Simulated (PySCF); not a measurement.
Question: Write Cartesian coordinates for `O=CC#CCB(F)F` as optimised with PBE0-D3(BJ)/def2-SVP.

Answer: 
```xyz
11
C4H3BF2O angstrom
O      3.5250   -0.2059   -0.9001
C      2.7813   -0.1358    0.0453
C      1.3461   -0.2997   -0.0300
C      0.1393   -0.4465   -0.0518
C     -1.3038   -0.5779   -0.1009
B     -1.9367    0.8604    0.0527
F     -2.1737    1.6103   -0.9998
F     -2.2393    1.3513    1.2351
H      3.1637    0.0673    1.0756
H     -1.6535   -1.2258    0.7192
H     -1.6106   -1.0220   -1.0616
```

Orientation and origin are arbitrary. Atoms count from 1 in this order. The 3 C–C bonds span 1.216 Å (C3≡C4, drawn triple) to 1.450 Å (C4–C5, drawn single), a spread of 0.234 Å. B6 (three-coordinate boron) is planar (angles 121.3°, 121.0° and 117.7°, sum 360.0°, 0.00 Å off the plane of its three neighbours).

Bonds between heavy atoms (Å): O1=C2 1.205, C2–C3 1.446, C3≡C4 1.216, C4–C5 1.450, C5–B6 1.579, B6–F7 1.314, B6–F8 1.316.

Computed with PBE0-D3(BJ)/def2-SVP geometry optimisation, gas phase (PySCF).

Point group: C1 (no symmetry element, even within 0.4 Å). No frequency check. One conformer, not necessarily the lowest (C4–C5–B6–F7 90°).
